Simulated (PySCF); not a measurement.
trans-(1R,2R)-1-chloro-2-methylcyclopropane (C4H7Cl), SMILES C[C@@H]1C[C@H]1Cl. Atoms are numbered in the order given.

```xyz
12

C      2.3140     0.4942    -0.1689
C      1.0346    -0.2781     0.0538
C      0.2370    -0.8354    -1.1065
C     -0.2884     0.3248    -0.3134
Cl    -1.6924     0.0995     0.7534
H      2.5255     1.1690     0.6763
H      2.2555     1.1072    -1.0827
H      3.1731    -0.1874    -0.2813
H      1.0132    -0.8928     0.9600
H      0.5818    -0.6355    -2.1261
H     -0.2582    -1.7999    -0.9704
H     -0.3027     1.3159    -0.7740
```

Coordinates come from a B3LYP-D3(BJ)/def2-SVP optimisation.

These are PySCF 2.14.0 with B3LYP-D3(BJ)/def2-SVP values and carry that method's errors.

Frequencies are harmonic and unscaled.

```csv
mode,ν (cm⁻¹),IR (km/mol),moving atoms (share of kinetic energy)
1,194,0.2,"H 55 %, C 33 %, Cl 13 %"
2,214,0.2,"H 60 %, C 32 %, Cl 8 %"
3,270,0.6,"C 55 %, H 34 %, Cl 11 %"
4,353,3.8,"C 44 %, Cl 33 %, H 23 %"
5,420,0.4,"C 55 %, H 42 %"
6,671,16.4,"C 48 %, H 31 %, Cl 20 %"
7,800,7.5,"H 54 %, C 46 %"
8,856,1.9,"H 50 %, C 49 %"
9,904,11.0,"H 65 %, C 35 %"
10,943,6.2,"C 49 %, H 49 %"
11,1024,4.6,"H 59 %, C 41 %"
12,1057,15.5,"H 62 %, C 38 %"
13,1082,4.1,"H 67 %, C 32 %"
14,1092,1.1,"H 76 %, C 24 %"
15,1126,0.7,"H 58 %, C 42 %"
16,1185,0.7,"H 54 %, C 46 %"
17,1228,0.4,"H 59 %, C 40 %"
18,1273,28.4,"H 80 %, C 20 %"
19,1384,2.4,"H 77 %, C 23 %"
20,1413,0.9,"H 69 %, C 31 %"
21,1462,12.8,"H 82 %, C 18 %"
22,1463,2.4,H 96 %
23,1483,6.8,"H 66 %, C 34 %"
24,3024,27.9,H 97 %
25,3103,19.4,"H 91 %, C 9 %"
26,3106,16.9,"H 91 %, C 9 %"
27,3121,6.8,H 95 %
28,3150,5.8,"H 92 %, C 8 %"
29,3175,5.8,"H 92 %, C 8 %"
30,3220,2.8,"H 89 %, C 11 %"
```
